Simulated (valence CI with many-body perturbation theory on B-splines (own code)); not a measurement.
The numbers below are computed, except where a source is named.
Level structure of W2+

Method: valence CI with perturbative core correlation (CI+MBPT): four valence electrons over a frozen Dirac-Fock core [Xe] 4f14, radial functions for each j: 7 s, 7 p, 8 d, 6 f, 4 g, 1 h, with the one-electron correlation potential Σ1, the two-electron term Σ2, the three-electron term Σ3, Breit, model QED; selected CI, second order for the rest, scaled by the run's own slope (own B-spline code, finite nucleus).

Set against measurement, 9 paired levels are off by 356 cm⁻¹ on average, the worst by 817. These come from a selection out of NIST levels as listed in McCann et al., Mon. Not. R. Astron. Soc. 538, 537 (2025). Levels without a partner in it may be off by more, other configurations by 1,000 to 8,000 cm⁻¹. Only levels of the ground parity were solved; by the run's estimate the other parity begins above the list, which can be wrong where configurations are misplaced.

Levels 1 to 34 of 34, with energies above the lowest level, 5d4 5D_0. "Leading %" is the weight of the configuration and term that name the level; weights of strongly mixed levels are sums over their largest components and can fall short, so below about 35 % the name and the second component can differ from the true leading terms, or belong to a minority configuration. In the jj column 3d3/2^4 stands for four electrons in 3d with j = 3/2.

```csv
No.,Configuration,Term,J,E (cm⁻¹),Leading %,Second component,Leading jj,g
1,5d4,5D,0,0.0,68,26 % 5d4 3P,5d3/2^4 (66 %),
2,5d4,5D,1,2076,85,13 % 5d4 3P,5d3/2^3 5d5/2 (80 %),1.500
3,5d4,5D,2,4194,93,,5d3/2^2 5d5/2^2 (62 %),1.485
4,5d4,5D,3,6012,91,5 % 5d4 3F,5d3/2^2 5d5/2^2 (52 %),1.472
5,5d4,5D,4,7496,80,15 % 5d4 3F,5d3/2^2 5d5/2^2 (40 %),1.446
6,5d4,3P,0,10126,53,30 % 5d4 5D,5d3/2^2 5d5/2^2 (54 %),
7,5d3 6s,5F,1,11786,77,7 % 5d3 6s 3D,5d3/2^3 6s (58 %),0.231
8,5d3 6s,5F,2,13220,72,8 % 5d4 3F,5d3/2^3 6s (40 %),0.981
9,5d4,3P,1,13266,56,14 % 5d3 6s 5F,5d3/2^2 5d5/2^2 (36 %),1.262
10,5d4,3H,4,13782,56,15 % 5d4 3G,5d3/2^3 5d5/2 (57 %),0.949
11,5d4,3F,2,14448,52,16 % 5d3 6s 5F,5d3/2^2 5d5/2^2 (39 %),0.803
12,5d4,3G,3,15215,41,38 % 5d4 3F,5d3/2^2 5d5/2^2 (46 %),0.944
13,5d3 6s,5F,3,15773,91,,5d3/2^2 5d5/2 6s (73 %),1.244
14,5d4,3H,5,16744,76,20 % 5d4 3G,5d3/2^2 5d5/2^2 (93 %),1.071
15,5d4,3P,2,17152,56,16 % 5d3 6s 3P,5d3/2^2 5d5/2^2 (33 %),1.412
16,5d3 6s,5F,4,17970,44,16 % 5d4 3H,5d3/2^2 5d5/2 6s (32 %),1.172
17,5d4,3H,6,18372,81,16 % 5d4 1I,5d3/2^2 5d5/2^2 (77 %),1.139
18,5d3 6s,5F,4,18664,43,26 % 5d4 3F,5d3/2 5d5/2^2 6s (39 %),1.236
19,5d4,3F,3,20137,39,37 % 5d4 3G,5d3/2 5d5/2^3 (49 %),0.958
20,5d3 6s,5F,5,20341,64,16 % 5d3 6s 3G,5d3/2 5d5/2^2 6s (37 %),1.315
21,5d4,3G,4,20729,45,21 % 5d4 1G,5d3/2^2 5d5/2^2 (68 %),1.108
22,5d4,1D,2,21400,29,24 % 5d4 3D,5d3/2^2 5d5/2^2 (30 %),1.065
23,5d4,3D,3,22792,67,8 % 5d3 6s 3D,5d3/2^2 5d5/2^2 (33 %),1.259
24,5d4,3G,5,23606,56,26 % 5d3 6s 5F,5d3/2 5d5/2^3 (64 %),1.230
25,5d3 6s,5P,2,24000,36,18 % 5d3 6s 3P,5d3/2^2 5d5/2 6s (30 %),1.488
26,5d3 6s,5P,1,24308,69,13 % 5d3 6s 3P,5d3/2^2 5d5/2 6s (72 %),2.099
27,5d4,3D,1,24712,65,15 % 5d3 6s 3D,5d3/2 5d5/2^3 (51 %),0.726
28,5d3 6s,5P,2,25349,21,16 % 5d3 6s 3F,5d3/2^2 5d5/2 6s (41 %),1.134
29,5d4,1I,6,26007,82,15 % 5d4 3H,5d3/2 5d5/2^3 (76 %),1.028
30,5d4,1G,4,27199,42,20 % 5d3 6s 1G,5d3/2^2 5d5/2^2 (25 %),1.045
31,5d3 6s,5P,3,28492,94,,5d3/2 5d5/2^2 6s (60 %),1.648
32,5d4,1S,0,28745,70,19 % 5d3 6s 3P,5d3/2 5d5/2^3 (45 %),
33,5d3 6s,3F,2,28816,49,21 % 5d4 3D,5d3/2^2 5d5/2 6s (24 %),0.891
34,5d3 6s,3G,3,29432,40,36 % 5d3 6s 3F,5d3/2^2 5d5/2 6s (63 %),0.935
```

Names give the largest LS component (configuration and term), which can be under half, so a name can repeat, a term be missing and a line seem to break the LS rules; names also repeat where a configuration has a term twice.

Where two levels of one J and parity lie close, their mixing, g and order are uncertain.

The ionisation energy to 5d3 4F_3/2 of the next ion comes out as 25.747 eV (NIST: 26 ± 0.4 eV (semi-empirical)). All 34 levels together are meant to be complete up to 29707 cm⁻¹.
